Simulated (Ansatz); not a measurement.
Basis-set extrapolation for CH$_{9}$ClN$_{2}$Si$_{2}$ (`N[SiH2]C[SiH](N)Cl`) (PBE0-D4/def2-TZVP geometry, frozen core, Ansatz). Multiplicity 1, RHF reference.

```json
{"": "HF", "def2-TZVPP": "-1189.616980", "def2-QZVPP": "-1189.655457"}
{"": "MP2 correlation", "def2-TZVPP": "-1.044684", "def2-QZVPP": "-1.125911"}
{"": "CCSD(T) correlation", "def2-TZVPP": "-1.154602", "def2-QZVPP": "not run"}
```

Energies in hartree. Use E(X) = E(∞) + A·exp(−7.88·√X) for Hartree–Fock and E(X) = E(∞) + B·X^(−2.97) for correlation, with X = 3 and 4, and add CCSD(T) minus MP2 of the smaller set to the MP2 limit.

What is the CCSD(T) energy at the basis-set limit?

HF limit: -1189.655457 + (-0.038477) × 0.13774 = -1189.66076. MP2 limit: -1.125911 + (-0.081227) × 0.74074 = -1.18608. Higher-order term: -1.154602 − (-1.044684) = -0.10992. Total: -1190.95676 hartree, 486.2 kJ/mol below CCSD(T)/def2-TZVPP.
